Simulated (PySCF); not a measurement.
CH2ClNO3Si.

```xyz
9

O      2.7746    -1.3432    -1.5286
C      1.7753    -0.8087    -1.2018
N      0.7332    -0.2560    -0.9171
Si    -0.5263     0.4464     0.0264
O     -1.9368     0.4031    -0.8424
O     -0.2205     2.0184     0.4274
Cl    -0.6289    -0.6169     1.7864
H     -2.0996    -0.4120    -1.3481
H     -0.5635     2.6683    -0.2113
```
Charge 0, spin multiplicity 1.

Coordinates come from a PBE-D3(BJ)/def2-SVP optimisation. This is a generated structure with no PubChem entry under its InChIKey; it may be hypothetical. The values are those of a single conformer.

Calculation: PBE/pcSseg-1 (PySCF). Non-relativistic, no solvent.

Computed absolute GIAO shielding of each atom: isotropic value and principal components (ppm):
```json
[
 {"atom": "O1", "σ(iso)": "171.7", "σ11": "71.6", "σ22": "80.1", "σ33": "363.4", "span": "291.9"},
 {"atom": "C2", "σ(iso)": "57.2", "σ11": "-49.7", "σ22": "-47.9", "σ33": "269.1", "span": "318.7"},
 {"atom": "N3", "σ(iso)": "198.2", "σ11": "126.7", "σ22": "137.1", "σ33": "330.9", "span": "204.2"},
 {"atom": "Si4", "σ(iso)": "396.4", "σ11": "353.4", "σ22": "403.3", "σ33": "432.6", "span": "79.2"},
 {"atom": "O5", "σ(iso)": "247.2", "σ11": "216.4", "σ22": "235.8", "σ33": "289.3", "span": "73.0"},
 {"atom": "O6", "σ(iso)": "258.5", "σ11": "233.9", "σ22": "238.7", "σ33": "302.8", "span": "68.9"},
 {"atom": "Cl7", "σ(iso)": "836.2", "σ11": "724.7", "σ22": "749.7", "σ33": "1034.2", "span": "309.5"},
 {"atom": "H8", "σ(iso)": "28.9", "σ11": "21.9", "σ22": "24.2", "σ33": "40.5", "span": "18.6"},
 {"atom": "H9", "σ(iso)": "28.6", "σ11": "21.0", "σ22": "23.4", "σ33": "41.5", "span": "20.6"}
]
```
